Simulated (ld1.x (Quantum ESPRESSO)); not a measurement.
LDA (PZ) RRKJ dataset for Ge (Z = 32), scalar-relativistic all-electron reference.

ld1.x (Quantum ESPRESSO) 7.5 was run on this input:

```
&input
   title='Ge', zed=32., rel=1, dft='PZ', iswitch=3,
   config='[Ar] 3d10 4s2 4p2',
   nld=3, rlderiv=2.20, eminld=-4.0, emaxld=5.0, deld=0.02
 /
 &inputp
   pseudotype=2, tm=.false., lloc=0,
   nlcc=.true., rcore=0.95,
   file_pseudopw='Ge.UPF', file_wfcaegen='ae.wfc', file_wfcncgen='nc.wfc', file_beta='beta', file_chi='chi'
 /
3
4P  2  1   2.00   0.00  2.00  2.00  0.0
3D  3  2  10.00   0.00  1.20  1.20  0.0
4S  1  0   2.00   0.00  1.25  1.25  0.0
 &test
   configts(1)='3d10 4s2 4p2'
 /
```

Command:

```bash
ld1.x < Ge.in > Ge.out
```

Resulting log (shortened: banner, matrices, multipoles, cross overlaps and the repeated all-electron block are left out):

```
Program LD1 v.7.5
     --------------------------- All-electron run ----------------------------

     Ge
     scalar relativistic calculation

     atomic number is 32.00
     dft =PZ   lsd =0 sic =0 latt =0  beta=0.20 tr2=1.0E-14
     Exchange-correlation= PZ
                           (   1   1   0   0   0   0   0)
     mesh =1207 r(mesh) = 100.41023 a.u. xmin = -7.00 dx = 0.01250
     1 Ry =  13.60569312 eV, c = 137.03599908

     n l     nl                  e(Ry)          e(Ha)          e(eV)
     1 0     1S 1( 2.00)      -804.1611      -402.0806    -10941.1695
     2 0     2S 1( 2.00)      -100.6529       -50.3264     -1369.4521
     2 1     2P 1( 6.00)       -88.0558       -44.0279     -1198.0608
     3 0     3S 1( 2.00)       -12.3282        -6.1641      -167.7335
     3 1     3P 1( 6.00)        -8.4803        -4.2401      -115.3798
     3 2     3D 1(10.00)        -2.1721        -1.0861       -29.5534
     4 0     4S 1( 2.00)        -0.8783        -0.4391       -11.9492
     4 1     4P 1( 2.00)        -0.2978        -0.1489        -4.0524

     final scf error:  4.7E-15 reached in  30 iterations

     Etot =   -4191.792465 Ry,   -2095.896232 Ha,  -57032.241908 eV

     Ekin =    4266.124265 Ry,    2133.062132 Ha,   58043.577571 eV
     Encl =  -10108.779457 Ry,   -5054.389729 Ha, -137536.951145 eV
     Eh   =    1803.889143 Ry,     901.944572 Ha,   24543.162109 eV
     Exc  =    -153.026415 Ry,     -76.513207 Ha,   -2082.030442 eV

     normalization and overlap integrals

     s(1S/1S) =  1.000000  <r> =   0.0471  <r2> =    0.0030  r(max) =   0.0309
     s(2S/2S) =  1.000000  <r> =   0.2104  <r2> =    0.0522  r(max) =   0.1754
     s(2P/2P) =  1.000000  <r> =   0.1839  <r2> =    0.0414  r(max) =   0.1418
     s(3S/3S) =  1.000000  <r> =   0.6254  <r2> =    0.4515  r(max) =   0.5402
     s(3P/3P) =  1.000000  <r> =   0.6478  <r2> =    0.4946  r(max) =   0.5402
     s(3D/3D) =  1.000000  <r> =   0.7371  <r2> =    0.6985  r(max) =   0.5012
     s(4S/4S) =  1.000000  <r> =   2.1065  <r2> =    5.1396  r(max) =   1.7277
     s(4P/4P) =  1.000000  <r> =   2.8791  <r2> =    9.9061  r(max) =   2.1908

     ------------------------ End of All-electron run ------------------------

     --------------------- Generating NC pseudopotential ---------------------

      Generating local pot.: lloc=0, matching radius rcloc =   1.2500

      Computing core charge for nlcc:

       r > 0.96 : true rho core
       r < 0.96 : rho core = a sin(br)/r    a=   9.77  b=   2.77

      Integrated core pseudo-charge :   4.48

      Wfc   4P  rcut= 1.982  Estimated cut-off energy=       43.88 Ry
      This function has    0 nodes for 0 < r <    1.982

      Wfc   3D  rcut= 1.202  Estimated cut-off energy=      163.49 Ry
      This function has    0 nodes for 0 < r <    1.202

     ------------------- End of pseudopotential generation -------------------

     Computing logarithmic derivative in   2.20457
     Computing logarithmic derivative in   2.20457
     Computing the partial wave expansion
       no projector for channel:   0
     R is outside the sphere for l=    1 j= 0.00
     R is outside the sphere for l=    2 j= 0.00

     ---------------------- Testing the pseudopotential ----------------------

     Ge
     scalar relativistic calculation

     atomic number is 32.00   valence charge is 14.00
     dft =PZ   lsd =0 sic =0 latt =0  beta=0.20 tr2=1.0E-14
     mesh =1207 r(mesh) = 100.41023 xmin = -7.00 dx = 0.01250

     n l     nl             e AE (Ry)        e PS (Ry)    De AE-PS (Ry)
     3 2     3D   1(10.00)       -2.17214       -2.17214        0.00001
     1 0     4S   1( 2.00)       -0.87825       -0.87825       -0.00001
     2 1     4P   1( 2.00)       -0.29784       -0.29784        0.00000

     eps = 9.4E-15  iter = 13

     Etot =   -4191.792465 Ry,   -2095.896232 Ha,  -57032.241908 eV
     Etotps =  -185.440959 Ry,     -92.720479 Ha,   -2523.052775 eV

     Ekin =     203.618398 Ry,     101.809199 Ha,    2770.369436 eV
     Encl =    -281.390846 Ry,    -140.695423 Ha,   -3828.517492 eV
     Ehrt =     159.196166 Ry,      79.598083 Ha,    2165.974186 eV
     Ecxc =     -33.535922 Ry,     -16.767961 Ha,    -456.279467 eV
     (Ecc =      -6.758468 Ry,      -3.379234 Ha,     -91.953642 eV)
     Epseu=    -233.328755 Ry,    -116.664378 Ha,   -3174.599439 eV

     ---------------------- End of pseudopotential test ----------------------
```

Generation and configuration tests took about 1.4 s on one core of a shared server CPU.

Transferability test of the new file with ld1.x, input:

```
&input
   title='Ge', zed=32., rel=1, dft='PZ', iswitch=2,
   config='[Ar] 3d10 4s2 4p2'
 /
 &test
   file_pseudo='Ge.UPF', nconf=10,
   configts(1)='3d10 4s2 4p2',
   configts(2)='3d10 4s2 4p1',
   configts(3)='3d10 4s2 4p0',
   configts(4)='3d10 4s1 4p0',
   configts(5)='3d10 4s2 4p2.3',
   configts(6)='3d9 4s2 4p3',
   configts(7)='3d10 4s1 4p2',
   configts(8)='3d10 4s1 4p3',
   configts(9)='3d10 4s2 4p2', lsdts(9)=1,
   configts(10)='3d10 4s2 4p1', lsdts(10)=1
 /
```

```bash
ld1.x < Ge.test.in > Ge.test.out
```

Pseudopotential blocks of its output, shortened (energy terms left out; the distinct warnings before each block abridged to one line each):

```
     Warning: n=3, l=2 expected 0 nodes, found 1
     ---------------------- Testing the pseudopotential ----------------------

     n l     nl             e AE (Ry)        e PS (Ry)    De AE-PS (Ry)
     3 2     3D   1(10.00)       -2.17214       -2.17214        0.00001
     1 0     4S   1( 2.00)       -0.87825       -0.87825       -0.00001
     2 1     4P   1( 2.00)       -0.29784       -0.29784        0.00000

     eps = 5.2E-15  iter = 29

     Etot =   -4191.792465 Ry,   -2095.896232 Ha,  -57032.241908 eV
     Etotps =  -185.440961 Ry,     -92.720480 Ha,   -2523.052804 eV

     ---------------------- End of pseudopotential test ----------------------

          ---------------------- Testing the pseudopotential ----------------------

     n l     nl             e AE (Ry)        e PS (Ry)    De AE-PS (Ry)
     3 2     3D   1(10.00)       -2.83786       -2.83185       -0.00602  !
     1 0     4S   1( 2.00)       -1.48072       -1.48054       -0.00018
     2 1     4P   1( 1.00)       -0.84337       -0.84340        0.00003

     eps = 5.2E-15  iter = 16

     Etot =   -4191.231204 Ry,   -2095.615602 Ha,  -57024.605573 eV
     Etotps =  -184.879580 Ry,     -92.439790 Ha,   -2515.414826 eV
     dEtot_ae =       0.561260 Ry
     dEtot_ps =       0.561381 Ry,   Delta E=      -0.000121 Ry

     ---------------------- End of pseudopotential test ----------------------

          ---------------------- Testing the pseudopotential ----------------------

     n l     nl             e AE (Ry)        e PS (Ry)    De AE-PS (Ry)
     3 2     3D   1(10.00)       -3.64131       -3.62274       -0.01857  !
     1 0     4S   1( 2.00)       -2.17815       -2.17692       -0.00123
     2 1     4P   1( 0.00)       -1.47900       -1.47815       -0.00084

     eps = 8.9E-15  iter = 14

     Etot =   -4190.076128 Ry,   -2095.038064 Ha,  -57008.889960 eV
     Etotps =  -183.724602 Ry,     -91.862301 Ha,   -2499.700553 eV
     dEtot_ae =       1.716336 Ry
     dEtot_ps =       1.716359 Ry,   Delta E=      -0.000022 Ry

     ---------------------- End of pseudopotential test ----------------------

          ---------------------- Testing the pseudopotential ----------------------

     n l     nl             e AE (Ry)        e PS (Ry)    De AE-PS (Ry)
     3 2     3D   1(10.00)       -4.66533       -4.64783       -0.01750  !
     1 0     4S   1( 1.00)       -3.00609       -3.00574       -0.00035
     2 1     4P   1( 0.00)       -2.23600       -2.23272       -0.00329

     eps = 3.9E-15  iter = 15

     Etot =   -4187.487630 Ry,   -2093.743815 Ha,  -56973.671651 eV
     Etotps =  -181.136885 Ry,     -90.568443 Ha,   -2464.492872 eV
     dEtot_ae =       4.304834 Ry
     dEtot_ps =       4.304076 Ry,   Delta E=       0.000759 Ry

     ---------------------- End of pseudopotential test ----------------------

          ---------------------- Testing the pseudopotential ----------------------

     n l     nl             e AE (Ry)        e PS (Ry)    De AE-PS (Ry)
     3 2     3D   1(10.00)       -2.00804       -2.00891        0.00088
     1 0     4S   1( 2.00)       -0.72450       -0.72450        0.00000
     2 1     4P   1( 2.30)       -0.15929       -0.15927       -0.00002

     eps = 3.1E-15  iter = 31

     Etot =   -4191.860664 Ry,   -2095.930332 Ha,  -57033.169808 eV
     Etotps =  -185.509165 Ry,     -92.754582 Ha,   -2523.980765 eV
     dEtot_ae =      -0.068199 Ry
     dEtot_ps =      -0.068204 Ry,   Delta E=       0.000004 Ry

     ---------------------- End of pseudopotential test ----------------------

          ---------------------- Testing the pseudopotential ----------------------

     n l     nl             e AE (Ry)        e PS (Ry)    De AE-PS (Ry)
     3 2     3D   1( 9.00)       -2.89360       -2.95498        0.06138  !
     1 0     4S   1( 2.00)       -1.04605       -1.05936        0.01331  !
     2 1     4P   1( 3.00)       -0.39042       -0.38551       -0.00491

     eps = 8.0E-15  iter = 23

     Etot =   -4189.608070 Ry,   -2094.804035 Ha,  -57002.521706 eV
     Etotps =  -183.221949 Ry,     -91.610975 Ha,   -2492.861614 eV
     dEtot_ae =       2.184395 Ry
     dEtot_ps =       2.219012 Ry,   Delta E=      -0.034617 Ry

     ---------------------- End of pseudopotential test ----------------------

          ---------------------- Testing the pseudopotential ----------------------

     n l     nl             e AE (Ry)        e PS (Ry)    De AE-PS (Ry)
     3 2     3D   1(10.00)       -2.96385       -2.97099        0.00714  !
     1 0     4S   1( 1.00)       -1.55296       -1.55401        0.00105
     2 1     4P   1( 2.00)       -0.90019       -0.90023        0.00004

     eps = 3.4E-15  iter = 15

     Etot =   -4190.586127 Ry,   -2095.293064 Ha,  -57015.828851 eV
     Etotps =  -184.234122 Ry,     -92.117061 Ha,   -2506.632921 eV
     dEtot_ae =       1.206337 Ry
     dEtot_ps =       1.206839 Ry,   Delta E=      -0.000502 Ry

     ---------------------- End of pseudopotential test ----------------------

          ---------------------- Testing the pseudopotential ----------------------

     n l     nl             e AE (Ry)        e PS (Ry)    De AE-PS (Ry)
     3 2     3D   1(10.00)       -2.29850       -2.30949        0.01099  !
     1 0     4S   1( 1.00)       -0.94917       -0.94997        0.00080
     2 1     4P   1( 3.00)       -0.34754       -0.34751       -0.00003

     eps = 7.8E-15  iter = 30

     Etot =   -4191.201276 Ry,   -2095.600638 Ha,  -57024.198376 eV
     Etotps =  -184.849361 Ry,     -92.424681 Ha,   -2515.003681 eV
     dEtot_ae =       0.591189 Ry
     dEtot_ps =       0.591600 Ry,   Delta E=      -0.000411 Ry

     ---------------------- End of pseudopotential test ----------------------

          ---------------------- Testing the pseudopotential ----------------------

     n l     nl             e AE (Ry)        e PS (Ry)    De AE-PS (Ry)
     3 2     3D   1( 5.00)       -2.16486       -2.16336       -0.00150
     1 0     4S   1( 1.00)       -0.90758       -0.90765        0.00007
     2 1     4P   1( 2.00)       -0.32717       -0.32733        0.00016
     3 2     3D   2( 5.00)       -2.15291       -2.15357        0.00066
     1 0     4S   2( 1.00)       -0.82053       -0.81969       -0.00084
     2 1     4P   2( 0.00)       -0.24174       -0.24108       -0.00066

     eps = 6.9E-15  iter = 35

     Etot =   -4191.833859 Ry,   -2095.916930 Ha,  -57032.805115 eV
     Etotps =  -185.482779 Ry,     -92.741389 Ha,   -2523.621765 eV
     dEtot_ae =      -0.041395 Ry
     dEtot_ps =      -0.041818 Ry,   Delta E=       0.000423 Ry

     ---------------------- End of pseudopotential test ----------------------

          ---------------------- Testing the pseudopotential ----------------------

     n l     nl             e AE (Ry)        e PS (Ry)    De AE-PS (Ry)
     3 2     3D   1( 5.00)       -2.83878       -2.83187       -0.00692  !
     1 0     4S   1( 1.00)       -1.50412       -1.50409       -0.00002
     2 1     4P   1( 1.00)       -0.86691       -0.86722        0.00030
     3 2     3D   2( 5.00)       -2.83106       -2.82554       -0.00552  !
     1 0     4S   2( 1.00)       -1.44959       -1.44898       -0.00061
     2 1     4P   2( 0.00)       -0.81166       -0.81120       -0.00046

     eps = 7.8E-15  iter = 18

     Etot =   -4191.244831 Ry,   -2095.622416 Ha,  -57024.790977 eV
     Etotps =  -184.893396 Ry,     -92.446698 Ha,   -2515.602809 eV
     dEtot_ae =       0.547633 Ry
     dEtot_ps =       0.547565 Ry,   Delta E=       0.000069 Ry

     ---------------------- End of pseudopotential test ----------------------
```
